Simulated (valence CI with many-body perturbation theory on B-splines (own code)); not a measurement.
# E1 line list for Si X

Method: valence CI with perturbative core correlation (CI+MBPT): three valence electrons over a frozen Dirac-Fock core [He], a basis of 11 s, 11 p, 10 d, 8 f, 5 g, 2 h functions for each j, with the one-electron correlation potential Σ1 (screened to all orders), the two-electron term Σ2, the three-electron term Σ3, Breit, model QED; selected single and double excitations, second order for the rest, scaled by the run's own slope (own B-spline code, finite nucleus).

No measured levels were compared; by estimate levels of excited configurations hold to 0.05 to 0.15 % of their energy, terms of the ground configuration to about 0.5 %.

Lines 201 to 250 of 590 in falling wavelength, among levels below 2809100 cm⁻¹, chosen from the strongest by gf and those to the six lowest levels. Wavelengths and rates use the calculated energies, so an error of 300 cm⁻¹ moves a line at 34.26 nm by 0.1 % and its rate by three times that or more. Electric multipoles are in the length gauge, E1 and E2 with the static RPA response of the core. Weak lines are less certain than strong ones. Lines between different terms over intervals too small for the method are left out, as are lines whose strength nearly cancels. Where a level lies close to another of its J and parity, the split of strength between their lines is uncertain. The highest levels of a list are the least certain.

Names give the largest LS component (configuration and term), which can be under half, so a name can repeat, a term be missing and a line seem to break the LS rules; names also repeat where a configuration has a term twice. Letters in brackets count levels of one name in rising energy.

```tsv
λ vac (nm)	Upper	Lower	A (s⁻¹)	S (a.u.)
34.26	2p²3p ⁴S°_3/2	2s2p3p ⁴P_5/2	2.93e+09	2.33e-01
34.24	2p²3s ²P_1/2	2s2p3s ²P°_1/2 [a]	5.83e+09	2.31e-01
34.14	2p²3d ⁴P_5/2	2s2p3d ⁴D°_5/2	1.60e+09	1.88e-01
34.03	2p²3p ⁴S°_3/2	2s2p3p ⁴P_3/2	2.24e+09	1.74e-01
33.95	2p²3s ⁴P_3/2	2s2p3s ⁴P°_1/2	2.46e+09	1.90e-01
33.88	2p²3d ²D_5/2 [c]	2s2p3d ²F°_7/2 [b]	5.17e+09	5.95e-01
33.82	2p²3d ²D_3/2 [c]	2s2p3d ²F°_5/2 [b]	5.48e+09	4.18e-01
33.78	2p²3s ⁴P_5/2	2s2p3s ⁴P°_3/2	1.79e+09	2.05e-01
33.78	2p²3p ²P°_3/2 [c]	2s2p3p ²P_3/2 [b]	2.68e+09	2.04e-01
33.69	2p²3s ²S_1/2	2s2p3s ²P°_3/2 [b]	7.79e+09	2.94e-01
33.64	2p²3p ²P°_1/2 [c]	2s2p3p ²D_3/2 [b]	7.89e+09	2.96e-01
33.64	2p²3p ²P°_3/2 [c]	2s2p3p ²D_5/2 [b]	6.30e+09	4.74e-01
33.42	2s²5p ²P°_1/2	2s²4s ²S_1/2	7.07e+09	2.61e-01
33.37	2s²5p ²P°_3/2	2s²4s ²S_1/2	6.94e+09	5.09e-01
31.24	2s2p3d ²F°_7/2 [b]	2s²3d ²D_5/2	2.11e+09	2.54e-01
31.17	2s2p3d ²F°_5/2 [b]	2s²3d ²D_3/2	1.99e+09	1.78e-01
30.17	2s2p4s ²P°_3/2 [b]	2s²4s ²S_1/2	4.66e+09	2.52e-01
30.16	2s2p3d ²D°_3/2 [b]	2s²3d ²D_3/2	6.44e+09	3.49e-01
30.14	2s2p3d ²D°_5/2 [b]	2s²3d ²D_5/2	6.71e+09	5.45e-01
30.09	2s2p3p ²D_5/2 [b]	2s²3p ²P°_3/2	4.98e+09	4.02e-01
29.98	2s2p3p ²D_3/2 [b]	2s²3p ²P°_1/2	5.31e+09	2.83e-01
29.97	2s2p3p ²P_3/2 [b]	2s²3p ²P°_3/2	7.05e+09	3.75e-01
29.95	2s2p3p ²P_1/2 [b]	2s²3p ²P°_1/2	5.47e+09	1.45e-01
29.73	2s2p3s ²P°_1/2 [b]	2s²3s ²S_1/2	7.17e+09	1.86e-01
29.71	2s2p3s ²P°_3/2 [b]	2s²3s ²S_1/2	7.00e+09	3.62e-01
29.21	2p³ ⁴S°_3/2	2s2p² ⁴P_5/2	7.66e+09	3.77e-01
29.06	2s2p3d ²P°_1/2 [b]	2s²3d ²D_3/2	9.33e+09	2.26e-01
29.05	2s2p3d ²P°_3/2 [b]	2s²3d ²D_5/2	8.37e+09	4.05e-01
28.91	2p³ ⁴S°_3/2	2s2p² ⁴P_3/2	5.28e+09	2.52e-01
28.70	2p³ ⁴S°_3/2	2s2p² ⁴P_1/2	2.70e+09	1.26e-01
28.65	2s2p3p ²S_1/2 [b]	2s²3p ²P°_3/2	6.56e+09	1.52e-01
27.85	2p³ ²P°_1/2	2s2p² ²D_3/2	7.54e+09	1.61e-01
27.80	2p³ ²P°_3/2	2s2p² ²D_5/2	6.18e+09	2.62e-01
27.80	2p³ ²P°_3/2	2s2p² ²D_3/2	9.07e+08	3.85e-02
27.70	2s2p² ²S_1/2	2s²2p ²P°_3/2	4.04e+09	8.47e-02
27.18	2s2p² ²S_1/2	2s²2p ²P°_1/2	5.16e+09	1.02e-01
26.09	2s2p² ²P_1/2	2s²2p ²P°_3/2	7.65e+09	1.34e-01
25.82	2s2p² ²P_3/2	2s²2p ²P°_3/2	1.44e+10	4.91e-01
25.62	2s2p² ²P_1/2	2s²2p ²P°_1/2	9.21e+09	1.53e-01
25.36	2s2p² ²P_3/2	2s²2p ²P°_1/2	2.80e+09	9.01e-02
20.13	2s²5g ²G_7/2	2s2p3d ²F°_5/2 [b]	3.88e+09	1.25e-01
20.12	2s²5g ²G_9/2	2s2p3d ²F°_7/2 [b]	4.01e+09	1.61e-01
19.90	2s2p4p ²D_5/2	2s2p3d ²F°_7/2 [a]	5.52e+09	1.29e-01
19.08	2s2p4f ²F_5/2	2s2p3d ²P°_3/2 [a]	1.39e+10	2.86e-01
18.95	2s2p4f ⁴F_9/2	2s2p3d ²F°_7/2 [a]	6.53e+09	2.19e-01
18.92	2s2p4f ²F_7/2	2s2p3d ²F°_7/2 [a]	4.20e+09	1.12e-01
18.90	2s2p4f ⁴D_5/2	2s2p3d ²P°_3/2 [a]	1.51e+10	3.02e-01
18.87	2s2p4f ²D_3/2	2s2p3d ²P°_1/2 [a]	8.94e+10	1.19e+00
18.85	2s2p4f ⁴F_7/2	2s2p3d ²F°_5/2 [a]	9.35e+09	2.47e-01
18.83	2s2p4f ²D_5/2	2s2p3d ²P°_3/2 [a]	8.07e+10	1.60e+00
```
